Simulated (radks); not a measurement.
Results of a calculation; reference values are marked as such.
Task: Ionisation of neutral technetium, [Kr] 4d5 5s2, to [Kr] 4d5 5s1 as the strength of local exchange is varied. Level of theory: Dirac Kohn-Sham, Slater X-alpha exchange (alpha = 2/3 is LDA exchange), no correlation, spin-unpolarised, spherical densities, finite nucleus; open shells fill j = l - 1/2 first; Fermi nuclear charge, rms radius 4.4112 fm (a radial shooting solver on a logarithmic mesh with Libxc functionals).

| alpha | E(Tc) (hartree) | exchange (hartree) | IE (eV) | -e of the level emptied (eV) | <r> of it (bohr) |
|---|---|---|---|---|---|
| 0.59 | -4264.12790 | -105.87794 | 6.953 | 3.882 (5s1/2) | 3.416 |
| 0.652 | -4275.26830 | -117.30372 | 7.326 | 4.218 (5s1/2) | 3.361 |
| 0.667 | -4277.96784 | -120.07654 | 7.418 | 4.300 (5s1/2) | 3.348 |
| 0.785 | -4299.26230 | -142.00486 | 8.159 | 4.975 (5s1/2) | 3.248 |
| 0.883 | -4317.02577 | -160.37201 | 8.799 | 5.565 (5s1/2) | 3.169 |
| 0.945 | -4328.30050 | -172.06477 | 9.215 | 5.952 (5s1/2) | 3.122 |
| x | -4291.30995 | -133.80425 | 7.879 | 4.719 (5s1/2) | 3.284 |

Which alpha was used in the last row?

Result: alpha = 0.741. NIST Atomic Spectra Database: 7.119 eV (measured). The Delta-SCF value meets it near alpha = 0.62. Spin polarisation and multiplet splitting are left out, so open shells lie too high by an amount that depends on their filling.

Beside tabulated values, note that spin-unpolarised runs miss the spin-polarisation part of the exchange energy of open shells.
